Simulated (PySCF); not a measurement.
**C₆ coefficients of unlike pairs at UHF**

Calculated with PySCF 2.14 from the dipole response of each species, C₆(A,B) = (3/π) ∫ α_A(iu) α_B(iu) du, in atomic units, from isotropic polarisabilities. For ions this is the dispersion term alone; charge-induced terms of lower order in 1/R come first.

```json
{"species": "Pt³⁺", "configuration": "[Xe] 4f14 5d7 (4F)", "basis": "def2-TZVPPD with the def2 core potential (60 electrons) (6s5p3d2f1g)", "relativity": "core potential", "α (bohr³)": "5.566", "C₆ (like pair)": "31.59"}
{"species": "V³⁺", "configuration": "[Ar] 3d2 (3F)", "basis": "aug-cc-pVDZ (7s6p4d2f)", "relativity": "none", "α (bohr³)": "1.874", "C₆ (like pair)": "4.536"}
{"species": "Ar³⁺", "configuration": "[Ne] 3s2 3p3 (4S)", "basis": "dyall-av3z (19s12p3d2f)", "relativity": "none", "α (bohr³)": "3.682", "C₆ (like pair)": "10.03"}
{"species": "Mn", "configuration": "[Ar] 3d5 4s2 (6S)", "basis": "aug-cc-pwCVTZ-DK with one added diffuse shell each of s, p, d, f, g type (11s10p8d5f4g)", "relativity": "spin-free X2C", "α (bohr³)": "101.4", "C₆ (like pair)": "1004"}
```

(1) Estimate C₆ for Mn with Ar³⁺.

No spin-orbit coupling is included.

The other pairs:

```csv
pair,C₆
"Mn, V³⁺",40.15
"V³⁺, Pt³⁺",11.91
"Ar³⁺, Pt³⁺",17.54
"Mn, Pt³⁺",114.8
"Ar³⁺, V³⁺",6.505
```

## Answers

(1) The integral gives 71.95. The combination rule 2 C_A C_B / (C_A α_B/α_A + C_B α_A/α_B) gives 64.43 and the geometric mean 100.4.
